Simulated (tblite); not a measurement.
Species: C5H5NOS.
SMILES with atom numbers: `[CH3:1][C:2](=[O:3])[c:4]1[n:5][cH:6][cH:7][s:8]1` (hydrogens: H9, H10, H11 on C1; H12 on C6; H13 on C7)

Computed with GFN2-xTB (tblite), gas phase: L-BFGS steps from a force-field or distance-geometry start until the largest atomic force falls under 0.01 eV/Å.

Geometry at step 2:
```
atom  x, y, z in Å
C1     -2.2125    0.3674    0.3812
C2     -1.2274   -0.7654    0.4232
O3     -1.5495   -1.8882    0.7518
C4      0.1468   -0.3913    0.0496
N5      0.5501    0.7926   -0.2927
C6      1.8552    0.8200   -0.5791
C7      2.5098   -0.3761   -0.4485
S8      1.4188   -1.5933    0.0617
H9     -3.1859   -0.0104    0.6737
H10    -1.9174    1.1503    1.0780
H11    -2.2758    0.7688   -0.6276
H12     2.3320    1.7398   -0.8844
H13     3.5514   -0.6139   -0.6046
```

**Question.** What forces act on the atoms?

**Answer.** 
```json
{"atom": "C1", "Fx (eV/Å)": "-0.128", "Fy (eV/Å)": "0.026", "Fz (eV/Å)": "0.030"}
{"atom": "C2", "Fx (eV/Å)": "-0.140", "Fy (eV/Å)": "-0.044", "Fz (eV/Å)": "0.124"}
{"atom": "O3", "Fx (eV/Å)": "0.421", "Fy (eV/Å)": "0.205", "Fz (eV/Å)": "-0.165"}
{"atom": "C4", "Fx (eV/Å)": "-0.095", "Fy (eV/Å)": "-0.125", "Fz (eV/Å)": "0.097"}
{"atom": "N5", "Fx (eV/Å)": "-0.183", "Fy (eV/Å)": "-0.021", "Fz (eV/Å)": "-0.040"}
{"atom": "C6", "Fx (eV/Å)": "0.372", "Fy (eV/Å)": "0.045", "Fz (eV/Å)": "-0.050"}
{"atom": "C7", "Fx (eV/Å)": "0.035", "Fy (eV/Å)": "-0.163", "Fz (eV/Å)": "0.073"}
{"atom": "S8", "Fx (eV/Å)": "0.092", "Fy (eV/Å)": "-0.078", "Fz (eV/Å)": "-0.045"}
{"atom": "H9", "Fx (eV/Å)": "-0.130", "Fy (eV/Å)": "-0.050", "Fz (eV/Å)": "0.026"}
{"atom": "H10", "Fx (eV/Å)": "0.095", "Fy (eV/Å)": "0.025", "Fz (eV/Å)": "-0.192"}
{"atom": "H11", "Fx (eV/Å)": "0.129", "Fy (eV/Å)": "0.118", "Fz (eV/Å)": "0.083"}
{"atom": "H12", "Fx (eV/Å)": "-0.181", "Fy (eV/Å)": "-0.077", "Fz (eV/Å)": "0.052"}
{"atom": "H13", "Fx (eV/Å)": "-0.287", "Fy (eV/Å)": "0.139", "Fz (eV/Å)": "0.007"}
```

The largest, 0.50 eV/Å, acts on O3; the rms over all components is 0.144 eV/Å. The forces sum to zero within rounding, as they must for an isolated molecule in no field.

**Question.** Give the force on O3 in Eh/bohr and in nN.

**Answer.** 0.496 eV/Å ÷ 51.422 = 0.00965 Eh/bohr, and 0.496 eV/Å × 1.602 = 0.80 nN.

**Question.** How far is this geometry from the end of the optimisation?

**Answer.** 0.024 eV above it, and 0.027 Å rms away after alignment. The bonds farthest from their final lengths, with half the difference of the two atoms' forces along the bond (positive lengthens):

```
  bond  now (Å)  final (Å)  force along bond (eV/Å)
C7–H13    1.080      1.071                    -0.18
 C2–C4    1.472      1.467                    +0.01
C6–H12    1.080      1.075                    -0.19
 N5–C6    1.336      1.340                    +0.27
 C2=O3    1.213      1.210                    -0.23
 C7–S8    1.712      1.709                    -0.07
```

The angle farthest from its final value is H10–C1–H11, 110.1° against 107.5°.

What follows is the cost of the whole relaxation. The run took 0.16 s on one thread, Arm Neoverse V1 (aarch64) (shared host).
